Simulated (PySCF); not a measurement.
C4H4ClF. Atoms are numbered in the order given.

```xyz
10

C     -1.6013     1.1500     0.0000
C     -0.2737     0.9816     0.0000
F      0.5355     2.0570     0.0000
C      0.4858    -0.2724     0.0000
C      1.8270    -0.3281     0.0000
Cl    -0.4658    -1.7330     0.0000
H     -2.0175     2.1589     0.0000
H     -2.2640     0.2864     0.0000
H      2.4008     0.6000     0.0000
H      2.3522    -1.2843     0.0000
```

Geometry optimised at r2SCAN-D4/def2-SVP. The values are those of a single conformer.

Level of theory: r2SCAN-D4/def2-SVP (PySCF).

Frequencies are harmonic and unscaled.

Computed vibrational spectrum:
```
mode  ν (cm⁻¹)  IR (km/mol)  moving atoms (share of kinetic energy)
----  --------  -----------  --------------------------------------
1           89          2.2         C 44 %, F 32 %, H 14 %, Cl 11 %
2          255          1.4                 C 49 %, Cl 30 %, H 13 %
3          348          1.7                          C 72 %, H 21 %
4          364          0.1         C 39 %, F 31 %, H 20 %, Cl 11 %
5          439          0.9         Cl 37 %, F 25 %, C 24 %, H 14 %
6          470          4.6                  C 42 %, H 31 %, F 23 %
7          639          0.5                          C 57 %, H 41 %
8          696         16.4                 C 68 %, H 15 %, Cl 13 %
9          717          0.0                          H 68 %, C 28 %
10         756          0.1                          H 88 %, C 11 %
11         852         62.6                          H 70 %, C 30 %
12         864         16.9                          C 46 %, H 46 %
13         879         37.3                          H 72 %, C 28 %
14         947         25.0                  H 46 %, C 27 %, F 27 %
15        1115         99.7                          C 56 %, H 35 %
16        1316         11.4                          C 65 %, H 29 %
17        1367         14.4                          H 84 %, C 15 %
18        1401          6.7                          H 67 %, C 32 %
19        1652         84.8                          C 90 %, H 10 %
20        1718         23.0                                  C 93 %
21        3177          1.8                                  H 95 %
22        3189          3.2                                  H 94 %
23        3294          1.2                          H 89 %, C 11 %
24        3310          1.3                          H 89 %, C 11 %
```
